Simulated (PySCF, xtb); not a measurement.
H₄O₄Si, SMILES O[Si](O)(O)O. The values are those of a single conformer.

Harmonic wavenumbers (cm⁻¹) from GFN2-xTB (xtb) at its own minimum, in rising order: 203, 210, 244, 244, 308, 312, 312, 312, 349, 776, 848, 848, 852, 854, 923, 971, 971, 3699, 3700, 3702, 3703.

Task: What does B3LYP-D3(BJ)/def2-SVP run with PySCF give at its own minimum? (An estimate is asked for; the answer gives what the named calculation found.)

Result: 195, 196, 271, 271, 281, 351, 362, 362, 404, 763, 819, 826, 831, 831, 938, 1003, 1003, 3877, 3877, 3878, 3880. Paired by order, the mean absolute difference is 57 cm⁻¹ and the zero-point energies are 34.8 and 36.0 kcal/mol.
